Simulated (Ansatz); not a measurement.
```xyz
11

F    -1.432   -1.294    1.441
C    -0.748   -0.486    0.599
B    -1.210    0.164   -0.692
Si    0.728    0.687   -0.829
Cl    1.714   -0.221   -2.394
C     0.757   -0.403    0.736
H    -1.124    0.641    0.781
H    -2.303    0.251   -1.146
H     1.276    2.060   -0.704
H     1.129   -0.030    1.690
H     1.214   -1.370    0.519
```

Charge 0, multiplicity 1.

(1) List the r2SCAN/def2-TZVPP orbital energies in eV (Ansatz). (Best estimate.)

Results:

(1) Ansatz gave: Occupied: -2753.38, -1791.91, -666.83, -276.22, -273.41, -254.77, -193.31, -193.17, -193.17, -180.69, -142.28, -97.20, -97.12, -97.08, -32.45, -21.67, -21.16, -17.18, -14.92, -13.15, -12.62, -12.36, -10.98, -10.85, -9.78, -9.56, -8.96, -8.77, -7.95, -7.57, -6.88. Lowest empty: -2.05, -0.13, 0.23, 0.40, 0.97, 1.46, 2.14, 2.84.
